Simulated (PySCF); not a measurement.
## GeHF + Br₂ → GeBr₂ + HF

Level: PBE0 in the def2-TZVP basis family, all electrons, no relativity, computed in PySCF with density fitting; open shells unrestricted.

| species | state and structure | E (Eh) | ZPE (kJ/mol) | H(298 K) − H(0) (kJ/mol) | S° (J/(mol K)) |
| --- | --- | --- | --- | --- | --- |
| GeHF | singlet, Cs, Ge–F 1.757 Å, Ge–H 1.610 Å; F–Ge–H 94.2° | -2177.13341 | 19.8 | 10.5 | 252.6 |
| Br₂ | singlet, D∞h, Br–Br 2.281 Å | -5147.70672 | 2.0 | 9.7 | 244.8 |
| GeBr₂ | singlet, C2v, Ge–Br 2.342 Å (×2); Br–Ge–Br 101.0° | -7224.55006 | 4.1 | 14.1 | 318.5 |
| HF | singlet, C∞v, H–F 0.920 Å | -100.39188 | 24.9 | 8.7 | 173.6 |

(1) What is the electronic reaction energy?

(2) Add zero-point, thermal and entropy terms for 298.15 K and 1 bar.

Results:

(1) At PBE0/def2-TZVP, ΔE = -267.3 kJ/mol from the differences of the total energies times 2625.5, downhill. 

(2) ΔZPE = 7.2 and Δ[H(298) − H(0)] = 2.6 kJ/mol give ΔH° = -257.5 kJ/mol. ΔS° = -5.3 J/(mol K), so ΔG° = -257.5 − 298.15 × (-0.0053) = -256 kJ/mol.

Only the bonding shown was studied: isomers, or loss of a ligand pair, can lie lower.
